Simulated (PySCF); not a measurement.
From one molecule to another.

First species: C7H12OSi.
InChI=1S/C7H12OSi/c1-6-4-9(8-6)5-7-2-3-7/h2,6,9H,3-5H2,1H3/t6-,9-/m1/s1

Second species: C5H10O2Si2.
InChI=1S/C5H10O2Si2/c6-1-4(2-7)5(9)3-8/h1,5H,3H2,8-9H3/t5-/m1/s1

Levels: PBE0/pcSseg-1 for dipole moment, HOMO energy, LUMO energy and HOMO–LUMO gap; GFN2-xTB for rotational constant A and rotational constant C. Geometries: GFN2-xTB. Each structure is a single optimised conformer of the isolated species, non-relativistic unless stated; the electronic structure was computed with PySCF and density fitting.

Dipoles, sizes and rotational constants follow the conformer. The torsions of the flexible species, by atom-mapped SMILES:
- `[CH3:1][C@@H:2]1[CH2:3][Si@H:4]([CH2:5][C:6]2=[CH:7][CH2:8]2)[O:9]1`: C3–Si4–C5–C6 -30°, Si4–C5–C6–C7 -92°
- `[O:1]=[C:2]=[C:3]([CH:4]=[O:5])[C@H:6]([SiH3:7])[CH2:8][SiH3:9]`: C2–C3–C4–O5 -179°, C2–C3–C6–Si7 99°, C3–C6–C8–Si9 -168°

(1) Which has the higher HOMO–LUMO gap?

(2) Which of the two has the higher HOMO energy, and by how much?

(3) Which of the two has the higher dipole moment, and by how much?

(4) Which has the higher LUMO energy?

(5) Which has the higher rotational constant C?

(6) Which of the two has the higher rotational constant A, and by how much?

Answers

(1) The first: 6.92 eV against 5.44 eV, a difference of 1.48 eV.

(2) The first: -6.72 eV against -7.33 eV, a difference of 0.61 eV.

(3) The second: 1.89 D against 1.09 D, a difference of 0.80 D.

(4) The first: 0.20 eV against -1.89 eV, a difference of 2.09 eV.

(5) The first: 0.886 GHz against 0.617 GHz, a difference of 0.269 GHz.

(6) The first: 1.998 GHz against 1.330 GHz, a difference of 0.668 GHz.

On the first: In atomic units the dipole is 0.43 e·bohr (1 au = 2.5417 D). A dipole of 1.09 D is allowed in C1, and pure rotational transitions are dipole-allowed.

On the second: A dipole of 1.89 D is allowed in C1, and pure rotational transitions are dipole-allowed. The dipole matches unit charges of opposite sign 0.39 Å apart (1 e·Å = 4.8032 D).
